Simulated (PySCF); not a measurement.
Job for PySCF: R-M06-2X/def2-TZVPP on GeH5NO (SMILES [NH2][GeH2][OH]), a point of a torsion scan.

```python
from pyscf import gto, dft

mol = gto.M(
    atom='''
    N     1.28965004   -0.12788139    0.24876827
    Ge   -0.33942422    0.61092764   -0.07358534
    O    -1.24869667    0.41088986    1.38787346
    H     1.28795389   -1.11028266    0.49012386
    H     1.99576640    0.01690006   -0.45734497
    H    -1.23592985   -0.03640383   -1.08888539
    H    -0.08708822    2.06437635   -0.36418887
    H    -0.77684623    0.58721706    2.19932310
    ''',
    basis='def2-tzvpp',
    charge=0, spin=0, verbose=4, max_memory=1800)
mf = dft.RKS(mol, xc='m062x').density_fit(auxbasis='def2-universal-jkfit')
mf.grids.level = 4
mf.conv_tol = 1e-9
mf.max_cycle = 150
mf.kernel()
mf.dip_moment()
```

The log:

```
PySCF version 2.14.0

[INPUT] verbose = 4
[INPUT] num. atoms = 8
[INPUT] num. electrons = 52
[INPUT] charge = 0
[INPUT] spin (= nelec alpha-beta = 2S) = 0
[INPUT] symmetry False subgroup None
[INPUT] Mole.unit = angstrom
[INPUT] Symbol           X                Y                Z      unit          X                Y                Z       unit  Magmom
[INPUT]  1 N      1.289650040000  -0.127881390000   0.248768270000 AA    2.437085372134  -0.241660803529   0.470103898782 Bohr   0.0
[INPUT]  2 Ge    -0.339424220000   0.610927640000  -0.073585340000 AA   -0.641418815844   1.154485921527  -0.139056139383 Bohr   0.0
[INPUT]  3 O     -1.248696670000   0.410889860000   1.387873460000 AA   -2.359694718956   0.776469302761   2.622700734953 Bohr   0.0
[INPUT]  4 H      1.287953890000  -1.110282660000   0.490123860000 AA    2.433880113168  -2.098130148254   0.926199862515 Bohr   0.0
[INPUT]  5 H      1.995766400000   0.016900060000  -0.457344970000 AA    3.771451904609   0.031936484889  -0.864256737747 Bohr   0.0
[INPUT]  6 H     -1.235929850000  -0.036403830000  -1.088885390000 AA   -2.335568925675  -0.068793268585  -2.057695168140 Bohr   0.0
[INPUT]  7 H     -0.087088220000   2.064376350000  -0.364188870000 AA   -0.164572884476   3.901105919529  -0.688217221915 Bohr   0.0
[INPUT]  8 H     -0.776846230000   0.587217060000   2.199323100000 AA   -1.468026615601   1.109679419072   4.156118318429 Bohr   0.0

nuclear repulsion = 220.91105678592
number of shells = 68
number of NR pGTOs = 272
number of NR cGTOs = 180
basis = def2-tzvpp
ecp = {}


******** <class 'pyscf.df.df_jk.DFRKS'> ********
method = DFRKS
initial guess = minao
damping factor = 0
level_shift factor = 0
DIIS = <class 'pyscf.scf.diis.CDIIS'>
diis_start_cycle = 1
diis_space = 8
diis_damp = 0
SCF conv_tol = 1e-09
SCF conv_tol_grad = None
SCF max_cycles = 150
direct_scf = False
XC library pyscf.dft.libxc version 7.1.2
    S. Lehtola, C. Steigemann, M. J. T. Oliveira, and M. A. L. Marques,  SoftwareX 7, 1–5 (2018)
XC functionals = m062x
    Y. Zhao and D. G. Truhlar,  Theor. Chem. Acc. 120, 215 (2008)
    Y. Zhao and D. G. Truhlar,  Theor. Chem. Acc. 120, 215 (2008)
radial grids:
    Treutler-Ahlrichs [JCP 102, 346 (1995); DOI:10.1063/1.469408] (M4) radial grids

becke partition: Becke, JCP 88, 2547 (1988); DOI:10.1063/1.454033
pruning grids: <function nwchem_prune>
grids dens level: 4
symmetrized grids: False
atomic radii adjust function: <function treutler_atomic_radii_adjust>
small_rho_cutoff = 0
Set gradient conv threshold to 3.16228e-05
Initial guess from minao.
tot grids = 164864
******** <class 'pyscf.df.df.DF'> ********
auxbasis = def2-universal-jkfit
init E= -2209.52025229948
  HOMO = -0.311137661251507  LUMO = -0.00124405108111508  gap/eV = 8.43263
cycle= 1 E= -2209.92333076541  delta_E= -0.403  |g|= 0.804  |ddm|= 2.04
  HOMO = -0.246287310102253  LUMO = 0.0529398755580371  gap/eV = 8.14239
cycle= 2 E= -2209.87792282443  delta_E= 0.0454  |g|= 0.988  |ddm|= 0.911
  HOMO = -0.329235832102327  LUMO = 0.0485326365756203  gap/eV = 10.27960
cycle= 3 E= -2210.02781592751  delta_E= -0.15  |g|= 0.0689  |ddm|= 0.546
  HOMO = -0.333763372145208  LUMO = 0.0497049309019902  gap/eV = 10.43470
cycle= 4 E= -2210.02837944762  delta_E= -0.000564  |g|= 0.0368  |ddm|= 0.0479
  HOMO = -0.330086514905288  LUMO = 0.0507036648151248  gap/eV = 10.36183
cycle= 5 E= -2210.02855908347  delta_E= -0.00018  |g|= 0.0071  |ddm|= 0.0221
  HOMO = -0.331406229534187  LUMO = 0.050299511467781  gap/eV = 10.38674
cycle= 6 E= -2210.02856810388  delta_E= -9.02e-06  |g|= 0.00276  |ddm|= 0.00538
  HOMO = -0.330937533182751  LUMO = 0.0503874062715341  gap/eV = 10.37638
cycle= 7 E= -2210.02856942808  delta_E= -1.32e-06  |g|= 0.000532  |ddm|= 0.00184
  HOMO = -0.330977341559705  LUMO = 0.0503812014831616  gap/eV = 10.37729
cycle= 8 E= -2210.02856947147  delta_E= -4.34e-08  |g|= 5.09e-05  |ddm|= 0.00036
  HOMO = -0.330974585219372  LUMO = 0.0503820743410489  gap/eV = 10.37724
cycle= 9 E= -2210.02856947248  delta_E= -1.01e-09  |g|= 1.41e-05  |ddm|= 9.52e-05
  HOMO = -0.33097531503006  LUMO = 0.0503815171871751  gap/eV = 10.37725
cycle= 10 E= -2210.02856947255  delta_E= -6.91e-11  |g|= 3e-06  |ddm|= 2.4e-05
  HOMO = -0.330974798316643  LUMO = 0.050381670367717  gap/eV = 10.37724
Extra cycle  E= -2210.02856947255  delta_E= -1.82e-12  |g|= 1.68e-06  |ddm|= 6.54e-06
converged SCF energy = -2210.02856947255
Dipole moment(X, Y, Z, Debye):  1.58511, -0.37906, -0.73379
```

The run converged.

Cost: around 28 core-seconds (rough).
